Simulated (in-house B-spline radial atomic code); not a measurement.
**RPA and G0W0 on PBE: Te⁴⁺**

Configuration [Kr] 4d10 5s2, mean-field start PBE. Computed with a B-spline radial code for spherical atoms: all electrons, scalar-relativistic (spin-free one-electron X2C), finite nucleus, each spin shell either full or empty, empty states to l = 9 with an (l + 1/2)⁻⁴ tail; G0W0 by contour deformation at full frequency.

Command:
```bash
python run_gw.py task.json out
```
Settings (radii: box in bohr, nucleus in fm):
```
Z                        52
electrons                48
configuration            [Kr] 4d10 5s2
hamiltonian              x2c
method                   pbe,pbe
lmax                     9
rms_radius               4.7423
spin_polarised           False
box_radius               11.96
intervals                67
ion_configuration        [Kr] 4d10 5s1
```

Cost of the run: 7.6 s on 1 thread of Arm Neoverse V1, on a shared host.

Energies (hartree):

```
                                     term        value
                         mean-field total  -6789.99658
Hartree-Fock functional on these orbitals  -6787.64194
                      direct second order      -4.4366
                    second-order exchange       1.2162
                         SOSEX correction        1.126
```

(1) What is the RPA correlation energy, and what remains with SOSEX?

Quasi-particle levels (eV):

| level | occupied | mean field | Σx - vxc | Σc | QP weight | G0W0 |
| --- | --- | --- | --- | --- | --- | --- |
| 5s | yes | -53.20 | -3.25 | ? | ? | ? |
| 5p | no | -41.47 | 5.93 | -1.71 | 0.954 | -37.25 |

G0W0 = mean field + (Σx - vxc) + Σc, with Σc (partial-wave tail included) taken at the quasi-particle energy. Only the outer levels were computed. Levels of low weight are left out.

(2) Where does G0W0 put 5s?

(3) What does it cost to remove one electron (to [Kr] 4d10 5s1) by differences of total energies, each species on its own start (correlation terms add to the Hartree-Fock functional)?

Results:

(1) RPA gives -3.8752 hartree (-2.2 eV per electron); RPA + SOSEX gives -2.7492, and the second-order doubles -3.2204 hartree (no singles). SOSEX takes back 29 % of the RPA value.

(2) At -58.96 eV, with Σc = -2.50 eV and a quasi-particle weight of 0.956. The tabulated removal energy is 59.3 ± 0.9 eV (NIST, measured); the calculation leaves out spin-orbit coupling, Breit and QED terms, and what these don't explain is the method's own error.

(3) PBE 58.75 eV, Hartree-Fock functional 56.19 eV, + RPA 58.94 eV, + RPA + SOSEX 58.32 eV, + second order 59.94 eV. Tabulated: 59.3 ± 0.9 eV (NIST, measured); the calculation leaves out spin-orbit coupling, Breit and QED terms, and what these don't explain is the method's own error.
